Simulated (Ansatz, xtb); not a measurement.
**Ranking isomers of CH4Se2**

3 gas-phase structures of CH4Se2, found in a search over its isomers (lower ones may exist). Each was relaxed with GFN2-xTB; where two conformers were screened, the lower at r2SCAN-D4/def2-SVP is listed:

A. `C[SeH]=[Se]`, a singlet
B. `[SeH]C[SeH]`, a singlet
C. `C[Se][SeH]`, a singlet

Task: Make a reasoned guess at their ranking by r2SCAN-D4/def2-SVP single-point energy.

Result: Calculated order at r2SCAN-D4/def2-SVP: C (0.000), B (0.635), A (1.000) eV.

Energies above the lowest of each column, in eV; the last columns are at PBE0-D3(BJ)/def2-SVP geometries and were run for some of them only (a dash: not run or not comparable):

```
structure  GFN2-xTB  HF/STO-3G  r2SCAN-D4/def2-SVP  PBE0-D3(BJ)/def2-SVP  CCSD(T)/def2-TZVP
        C     0.000      0.000               0.000                 0.000              0.000
        B     1.306      0.879               0.635                 0.635              0.636
        A     0.562      2.512               1.000                     –                  –
```

Every level run on C puts it lowest or level with the lowest. Flexible structures stand in one conformer each, not always the lowest. Frequencies (PBE0-D3(BJ)/def2-SVP) were run for B, C alone.

Programs: Ansatz 0.2.0, xtb 6.7.1.
